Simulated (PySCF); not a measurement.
**Correlation energy of Mg (magnesium, neutral)**

[Ne] 3s1 3p1, high-spin 3P determinant (an excited configuration). All numbers are calculated (PySCF 2.14, the spin-free X2C one-electron Hamiltonian (Gaussian nucleus), in aug-cc-pVDZ-DK (5s4p2d, 27 functions)). Frozen: [Ne]; 2 electrons correlated.

With two correlated electrons CCSD is exact within the correlated space (frozen core and kept virtual orbitals).

```csv
level,correlation energy (mhartree)
CCSD,-4.04
```

Diagnostics: T1 = 0.0052, D1 = 0.0090, largest double amplitude 0.041.

Cost of the coupled-cluster step: about 0.08 core-seconds, for 2 correlated electrons.

Iterations:

```
CC2 = 0
CCSD nocc = (np.int64(2), np.int64(0)), nmo = (22, 22)
frozen orbitals [[0, 1, 2, 3, 4], [0, 1, 2, 3, 4]]
max_cycle = 100
direct = 0
conv_tol = 1e-08
conv_tol_normt = 1e-06
diis_space = 8
diis_start_cycle = 0
Init t2, MP2 energy = -0.00197628351150724
Init E_corr(UCCSD) = -0.00197628351197763
cycle = 1  E_corr(UCCSD) = -0.0029521958675206  dE = -0.000975912356  norm(t1,t2) = 0.0250661
cycle = 2  E_corr(UCCSD) = -0.00345325092549702  dE = -0.000501055058  norm(t1,t2) = 0.0138125
cycle = 3  E_corr(UCCSD) = -0.00404835414171564  dE = -0.000595103216  norm(t1,t2) = 0.00780345
cycle = 4  E_corr(UCCSD) = -0.00404295612511818  dE = 5.3980166e-06  norm(t1,t2) = 0.00078855
cycle = 5  E_corr(UCCSD) = -0.00404548521508889  dE = -2.52908997e-06  norm(t1,t2) = 9.59129e-05
cycle = 6  E_corr(UCCSD) = -0.00404412036475645  dE = 1.36485033e-06  norm(t1,t2) = 1.75616e-05
cycle = 7  E_corr(UCCSD) = -0.00404484707179106  dE = -7.26707035e-07  norm(t1,t2) = 7.89507e-06
cycle = 8  E_corr(UCCSD) = -0.00404469088131413  dE = 1.56190477e-07  norm(t1,t2) = 2.02879e-06
cycle = 9  E_corr(UCCSD) = -0.00404469376162373  dE = -2.8803096e-09  norm(t1,t2) = 1.24277e-07
UCCSD converged
E(UCCSD) = -199.8515822271365  E_corr = -0.004044693761623728
```
